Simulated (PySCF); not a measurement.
## Name the molecule from its bond curve

A diatomic of charge 0 contains I. Its doublet curve at PBE0 in a double-zeta basis (scalar-relativistic core potentials, PySCF), in eV from the separated fragments:

(R (Å), E (eV)): (1.761, -1.978), (1.843, -2.568), (1.925, -2.885), (1.987, -2.994), (2.048, -3.022), (2.109, -2.988), (2.191, -2.873), (2.294, -2.653), (2.417, -2.325), (2.580, -1.845)

The fit gives ωe = 643 cm⁻¹ and the rotational constant Bₑ = 0.3686 cm⁻¹.

Task: Which atom is the partner?

Result: The minimum lies at 2.042 Å, so the reduced mass is 16.8576 u Å² cm⁻¹/(Bₑ·Re²) = 10.97 u. With I at 126.90 u the partner weighs about 12.0 u: C. The molecule is CI.

Spin–orbit coupling is left out. The state was picked by a PBE0 search and need not be the measured ground state.
